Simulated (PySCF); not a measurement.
**SMILES C(=C)BC(=C)[SiH3], C$_{4}$H$_{9}$BSi**

Cartesian coordinates in Å; atom numbers follow the order of the lines, from 1:
```xyz
15

C     2.3606    0.7373    0.1758
C     1.9447   -0.2209   -0.6724
B     0.5045   -0.7941   -0.6553
C    -0.7155   -0.0027   -0.1026
C    -0.8551    1.3155   -0.3594
Si   -2.0897   -0.9280    0.7847
H     3.3986    1.0882    0.2045
H     1.6744    1.1901    0.8996
H     2.6956   -0.6630   -1.3400
H     0.3204   -1.9186   -1.0781
H    -0.1000    1.8727   -0.9288
H    -1.7373    1.8907   -0.0493
H    -1.5565   -1.6437    1.9861
H    -3.1450    0.0348    1.2307
H    -2.7018   -1.9523   -0.1168
```

The calculation used GIAO PBE/pcSseg-1 magnetisability, rotational g tensor and spin-rotation constants, non-relativistic, gas phase (PySCF). Geometry: PBE0-D3(BJ)/def2-SVP.

(1) Give the nuclear spin-rotation constants along the inertial axes (H = +C I·J) beside the isotropic shieldings.

(2) How do the rotational constants and the g tensor change when H7, H8, H9, H10, H11, H12, H13, H14, H15 are replaced by deuterium?

Results:

(1) Rotational constants 5.7500, 1.4618, 1.3127 GHz. A star marks the isotopologue with that one atom substituted, in its own axes.
| atom | isotope | Caa (kHz) | Cbb (kHz) | Ccc (kHz) | mean (kHz) | σ (ppm) |
| --- | --- | --- | --- | --- | --- | --- |
| B3 | 11B | 2.388 | 0.546 | 0.292 | 1.075 | 30.9 |
| H7 | 1H | 0.537 | -0.155 | -0.113 | 0.089 | 24.6 |
| H8 | 1H | -0.054 | -0.070 | -0.058 | -0.061 | 24.8 |
| H9 | 1H | 0.103 | -0.072 | -0.065 | -0.011 | 23.8 |
| H10 | 1H | -0.376 | 0.071 | -0.071 | -0.126 | 24.3 |
| H11 | 1H | 0.319 | -0.097 | -0.117 | 0.035 | 24.7 |
| H12 | 1H | -0.034 | 0.019 | -0.134 | -0.050 | 24.4 |
| H13 | 1H | -0.490 | -0.068 | 0.003 | -0.185 | 26.8 |
| H14 | 1H | -0.207 | -0.012 | -0.116 | -0.112 | 27.0 |
| H15 | 1H | -0.329 | -0.074 | -0.022 | -0.142 | 26.5 |
| C1 | 13C* | 2.868 | 0.359 | 0.414 | 1.214 | 28.0 |
| C2 | 13C* | 2.830 | 0.392 | 0.398 | 1.207 | 28.4 |
| C4 | 13C* | 2.952 | 0.665 | 0.188 | 1.269 | 19.8 |
| C5 | 13C* | 2.578 | 0.599 | 0.282 | 1.153 | 24.8 |
| Si6 | 29Si* | -3.022 | -0.827 | -0.816 | -1.555 | 398.5 |

For the geometry as given, no vibrational averaging.

(2) Constants 4.4041, 1.2550, 1.1187 GHz; g -0.0781, -0.0196, -0.0073, against -0.1019, -0.0223, -0.0090 before.
